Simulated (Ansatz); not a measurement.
H₉BSi₃, SMILES `[SiH3]B([SiH3])[SiH3]` with one electron removed (charge 1, multiplicity 2), frozen-core CCSD(T)/cc-pVTZ // B3LYP-D3(BJ)/def2-TZVP (Ansatz, a first-principles code). The calculation was stopped at its time limit.

Ansatz 0.2 input:
```yaml
crystal:
  periodic: [false, false, false]
  atoms:
    - { symbol: Si, position_ang: [-0.511587, 1.789712, -0.682174] }
    - { symbol: B, position_ang: [0.007851, -0.017907, 0.006096] }
    - { symbol: Si, position_ang: [1.944466, -0.446064, 0.271431] }
    - { symbol: Si, position_ang: [-1.423356, -1.359565, 0.41522] }
    - { symbol: H, position_ang: [0.356085, 2.868519, -0.143454] }
    - { symbol: H, position_ang: [-1.928947, 2.167735, -0.457045] }
    - { symbol: H, position_ang: [-0.280555, 1.712143, -2.152938] }
    - { symbol: H, position_ang: [2.283807, -1.849879, -0.073236] }
    - { symbol: H, position_ang: [2.156822, -0.269866, 1.737017] }
    - { symbol: H, position_ang: [2.884449, 0.456954, -0.438085] }
    - { symbol: H, position_ang: [-2.223849, -1.570569, -0.821636] }
    - { symbol: H, position_ang: [-0.939894, -2.681109, 0.885321] }
    - { symbol: H, position_ang: [-2.330038, -0.796446, 1.450869] }
basis:
  gaussian: { orbitals: cc-pVTZ }
correlation:
  method: ccsd_t
total_charge: 1
magnetization:
  spin_polarized: true
  initial_magnetization: 1
```

The last lines of the output:

```
mean field evaluation 192: about -24389.1008 eV, gradient 1.9e-1 eV
mean field evaluation 224: about -24389.2189 eV, gradient 3.2e0 eV
mean field evaluation 256: about -24389.0569 eV, gradient 1.9e-1 eV
mean field evaluation 288: about -24391.5527 eV, gradient 1.1e-2 eV
mean field evaluation 320: about -24388.4891 eV, gradient 1.8e0 eV
mean field evaluation 352: about -24388.4464 eV, gradient 1.1e-1 eV
mean field evaluation 384: about -24389.0831 eV, gradient 3.2e-1 eV
mean field evaluation 416: about -24388.4245 eV, gradient 1.6e-1 eV
mean field -24391.57537766 eV, -896.3738619254 hartree, gradient 6.1e-6 eV, S^2 0.770073; 16 other end points of the search recorded, 0 dependent functions left out
determinant -24391.57537766 eV, -896.3738619254 hartree, with singles and doubles -24406.58177071 eV, -896.9253366984 hartree
determinant -24391.57495765 eV, -896.3738464903 hartree, with singles and doubles -24406.57957135 eV, -896.9252558733 hartree
determinant -24391.57484844 eV, -896.3738424771 hartree, with singles and doubles -24406.58204578 eV, -896.9253468070 hartree
determinant -24391.55247434 eV, -896.3730202440 hartree, with singles and doubles -24406.55954504 eV, -896.9245199201 hartree
determinant -24389.12294803 eV, -896.2837367989 hartree, with singles and doubles -24404.14487026 eV, -896.8357822587 hartree
determinant -24389.11658203 eV, -896.2835028526 hartree, with singles and doubles -24404.15050115 eV, -896.8359891900 hartree
determinant -24389.09764445 eV, -896.2828069094 hartree, with singles and doubles -24404.13228959 eV, -896.8353199276 hartree
determinant -24389.08677825 eV, -896.2824075840 hartree, with singles and doubles -24403.81562344 eV, -896.8236826610 hartree
determinant -24389.07786174 eV, -896.2820799082 hartree, with singles and doubles -24403.84108409 eV, -896.8246183227 hartree
determinant -24388.53017361 eV, -896.2619527407 hartree, with singles and doubles -24404.06292426 eV, -896.8327707986 hartree
determinant -24388.44666077 eV, -896.2588837005 hartree, with singles and doubles -24404.26060915 eV, -896.8400355841 hartree
determinant -24391.57537766 eV, -896.3738619254 hartree, with singles and doubles -24406.19986255 eV, -896.9113018322 hartree
determinant -24391.57495765 eV, -896.3738464903 hartree, with singles and doubles -24406.19888725 eV, -896.9112659905 hartree
determinant -24391.57484844 eV, -896.3738424771 hartree, with singles and doubles -24406.20025439 eV, -896.9113162323 hartree
```
